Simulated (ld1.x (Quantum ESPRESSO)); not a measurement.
**An all-electron radial function and its pseudo partner (C)**

Columns: radius, all-electron u(r) and pseudo u(r) of the 2p shell (level -31.85 eV) of carbon in the configuration [He] 2s2 2p0; LDA (PZ), non-relativistic, RRKJ scheme, ld1.x (Quantum ESPRESSO) 7.5.

```csv
r (bohr),all-electron,pseudo
0.095,0.0584,0.0226
0.190,0.1809,0.0879
0.285,0.3205,0.1882
0.380,0.4537,0.3124
0.475,0.5697,0.4471
0.570,0.6646,0.5787
0.665,0.7377,0.6956
0.760,0.7900,0.7890
0.855,0.8233,0.8539
0.950,0.8397,0.8895
1.045,0.8419,0.8983
1.140,0.8320,0.8849
1.235,0.8126,0.8556
1.330,0.7856,0.8162
1.425,0.7530,0.7719
1.520,0.7164,0.7261
1.615,0.6771,0.6810
1.710,0.6363,0.6373
1.805,0.5949,0.5950
1.900,0.5537,0.5537
1.995,0.5132,0.5132
2.090,0.4739,0.4739
2.185,0.4361,0.4361
2.280,0.4001,0.4001
2.375,0.3660,0.3660
2.470,0.3340,0.3340
```

(1) How many radial nodes do the two functions have?

(2) At about which radius was the pseudo-wave matched?

(3) Is the pseudo-wave norm-conserving?

Answers

(1) The all-electron 2p function has n − l − 1 = 0; the pseudo-wave has 0.

(2) 1.90 bohr, where the columns begin to agree (steps of 0.10 bohr).

(3) Yes: the RRKJ scheme keeps the norm inside the radius equal to the all-electron one, which fixes the energy derivative of the logarithmic derivative at the level.
